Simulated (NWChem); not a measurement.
# CH₆ClNOSi; SMILES CO[SiH](N)Cl

```xyz
11

Si     0.5365     0.0511    -0.3718
N      2.0366     0.4174     0.3384
Cl    -1.0493     1.2660     0.2454
O      0.1506    -1.4799     0.0948
C     -1.0960    -2.1171     0.0319
H      0.6430     0.2492    -1.8384
H      2.6178     1.1561    -0.0383
H      2.2033     0.2623     1.3259
H     -1.0711    -3.0024     0.6850
H     -1.3243    -2.4560    -0.9942
H     -1.9130    -1.4564     0.3691
```
Atoms are numbered in this order, from 1.

Level: PBE0/def2-SVP (NWChem), optimised geometry, unscaled harmonic frequencies. 

### Question
List the harmonic frequencies with IR intensities, and the thermochemistry.

### Answer
```csv
frequency (cm⁻¹),IR intensity (km/mol)
86,6.2
97,0.1
141,10.3
186,1.2
237,33.0
316,17.1
344,49.7
369,123.6
524,123.3
725,39.4
761,33.4
851,211.0
896,39.5
949,213.6
1178,60.7
1185,29.3
1235,242.0
1471,2.3
1478,8.9
1480,3.0
1532,70.9
2283,124.4
3027,64.5
3112,26.8
3146,22.7
3625,53.4
3730,53.6
```

| Quantity | Result |
|---|---|
| zero-point energy | 50.0 kcal/mol |
| thermal correction to the enthalpy at 298.15 K (with zero-point energy) | 55.5 kcal/mol |
| heat capacity Cv | 25.3 cal/(mol K) |
| entropy at 298.15 K and 1 atm (symmetry number 1) | 86.9 cal/(mol K) |
| dipole moment | 1.07 D |

Rigid rotor and harmonic oscillator; modes under 100 cm⁻¹ make the entropy uncertain.
